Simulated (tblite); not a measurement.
Species: C5H12SSi.
Z-matrix (Å and degrees, GFN2-xTB geometry), rows numbered from 1:
```
C 
C   1  1.5259
C   2  1.5224  1  110.54
S   3  1.8270  2  110.28  1  -178.56
Si  4  2.1534  3   92.88  2    35.82
C   5  1.8936  4  111.01  3  -128.98
C   2  1.5300  1  112.06  3  -121.44
H   1  1.0884  2  110.41  3    60.55
H   1  1.0876  2  110.31  3  -179.60
H   1  1.0879  2  110.69  3   -59.58
H   2  1.0961  1  108.89  3   118.31
H   3  1.0907  2  111.00  1   -59.30
H   3  1.0887  2  112.01  1    62.83
H   5  1.4650  4  109.28  3   106.55
H   6  1.0854  5  110.49  4   -59.70
H   6  1.0849  5  110.72  4  -179.16
H   6  1.0867  5  111.89  4    60.17
H   7  1.0890  2  110.28  1   -69.65
H   7  1.0916  2  109.04  1    47.50
```

Computed values, GFN2-xTB/tblite, gas phase, harmonic and unscaled. This tight-binding method is rough: wavenumbers can miss measured ones by several per cent, in bad cases by 10 to 20. Modes of hydrogen on silicon can be 10 to 20 % off. One conformer, not necessarily the lowest.

Harmonic wavenumbers (cm⁻¹): 61.3, 108.4, 134.7, 159.5, 198.1, 216.2, 291.9, 326.7, 420.1, 422.6, 499.4, 592.9, 635.5, 716.0, 746.5, 768.5, 806.1, 828.7, 835.1, 878.2, 900.7, 977.2, 1021.3, 1070.0, 1093.9, 1150.5, 1219.3, 1228.6, 1240.5, 1325.5, 1332.3, 1367.1, 1412.6, 1461.3, 1469.8, 1477.9, 1482.1, 1499.3, 1500.6, 2238.8, 2927.8, 2969.0, 2973.2, 3001.1, 3007.1, 3025.6, 3030.5, 3031.7, 3037.4, 3050.0, 3051.6.

A = 2633, B = 1368, C = 1021 MHz; mass 132.043 u (most abundant isotopes); point group C1, symmetry number 1.

Q: Zero-point energy?

A: ½Σν̃ = 34610 cm⁻¹ = 414.03 kJ/mol.

Q: Entropy at 200 K, 1 bar (ideal gas, RRHO, classical rotation)?

A: Translation 161.46, rotation 115.77, vibration 67.42: S = 344.6 J/(mol K).

Q: And Cp and H(200 K) − H(0)?

A: Cp = 113.58 J/(mol K), of which vibrations give 80.32 (their classical limit is 51 R = 424.0); H(200 K) − H(0) = 14.44 kJ/mol without the zero-point energy, 7.78 from vibrations.

Q: Blend soft modes into free rotors: weight 1/[1 + (100 cm⁻¹/ν̃)⁴] for the oscillator and the rest for a rotor with moment μB/(μ + B), μ = h/(8π²ν), B = 10⁻⁴⁴ kg m². What vibrational entropy results?

A: 65.01 J/(mol K) in place of 67.42, which changes −T·S at 200 K by +0.48 kJ/mol.

Q: How do the functions run with temperature in this model?

A: 
| T (K) | S (J/(mol K)) | Cp (J/(mol K)) | H − H(0) (kJ/mol) | G − H(0) (kJ/mol) | ln q(vib) |
| --- | --- | --- | --- | --- | --- |
| 100 | 281.2 | 73.8 | 5.06 | -23.06 | 1.17 |
| 300 | 398.6 | 155.5 | 27.88 | -91.69 | 5.80 |
| 500 | 496.6 | 230.9 | 66.89 | -181.39 | 10.63 |
| 800 | 622.6 | 305.1 | 148.23 | -349.88 | 17.71 |
| 1000 | 694.4 | 338.0 | 212.71 | -481.73 | 22.16 |

q(vib) and H(0) count from the zero-point level.

Q: Which modes carry the vibrational entropy at 200 K?

A: 61.3 cm⁻¹: 15.19; 108.4 cm⁻¹: 10.59; 134.7 cm⁻¹: 8.89; 159.5 cm⁻¹: 7.61; 198.1 cm⁻¹: 6.04; 216.2 cm⁻¹: 5.43 J/(mol K); the other 45 give 13.66 together.

Q: What must be added to the electronic energy to get the Gibbs energy at 200 K and 1 bar?

A: ZPE + [H(200 K) − H(0)] − T·S = 414.03 + 14.44 − 68.93 = 359.54 kJ/mol.

Hindered rotation and anharmonicity are outside this model. Other conformers, if any are populated, would add a mixing term that is left out. The structure is chiral; the term R ln 2 for an equal mix with its mirror image is left out.

Hardware: one thread, Arm Neoverse N1 (aarch64) (shared host). Cost: 1.3 s. This covers the Hessian and the dipole derivatives.
